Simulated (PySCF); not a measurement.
C₄H₉ClSi.
Numbering: `[Cl:1][SiH2:2][CH:3]1[CH2:4][CH2:5][CH2:6]1` (hydrogens: H7, H8 on Si2; H9 on C3; H10, H11 on C4; H12, H13 on C5; H14, H15 on C6)

Computed geometry: GFN2-xTB, gas phase.

(1) What internal coordinates does the optimisation give?

Answers

(1) 
```
          bond  length (Å)   order
       Cl1–Si2       2.019  single
        Si2–C3       1.897  single
  C3–C4, C3–C6       1.544  single
  C4–C5, C5–C6       1.534  single
Si2–H7, Si2–H8       1.462  single
         C3–H9       1.093  single
C4–H10, C6–H14       1.089  single
C4–H11, C6–H15       1.088  single
        C5–H12       1.088  single
        C5–H13       1.088  single
```

Bonds in one row agree within 0.01 Å and their mean is given. Orders are formal, as drawn. A selection of angles:
```
     angle  degrees
Cl1–Si2–C3    109.0
Cl1–Si2–H7    108.7
Cl1–Si2–H8    107.7
 C3–Si2–H7    110.5
 H7–Si2–H8    110.7
 Si2–C3–C4    117.4
 Si2–C3–H9    110.6
  C4–C3–C6     89.0
  C4–C3–H9    110.2
  C3–C4–C5     89.7
 C3–C4–H10    113.3
 C3–C4–H11    115.6
 C5–C4–H10    113.0
 C5–C4–H11    115.9
H10–C4–H11    108.5
  C4–C5–C6     89.8
 C4–C5–H12    115.8
 C4–C5–H13    112.9
H12–C5–H13    108.7
H14–C6–H15    108.5
```

Torsions: Cl1–Si2–C3–C4 -174° (antiperiplanar); Si2–C3–C4–C5 131° (anticlinal); C3–C4–C5–C6 -10° (synperiplanar); C4–C5–C6–C3 10° (synperiplanar); Si2–C3–C6–C5 -131° (anticlinal). The mirror-image conformer, all signs reversed, is as good.

Si2 (chlorine-bound silicon) is tetrahedral (angles from 107.7° to 110.7°). The 4-membered ring C3–C4–C5–C6 has internal angles of 89.0° to 89.8°; it is slightly puckered (a soft mode that the optimisation may not have finished), 0.07 Å rms from its mean plane, widest ring torsion 10°.

Point group: C1 (no symmetry element, even within 0.4 Å). Stationary, but not proved a minimum. The numbers are those of one conformer.
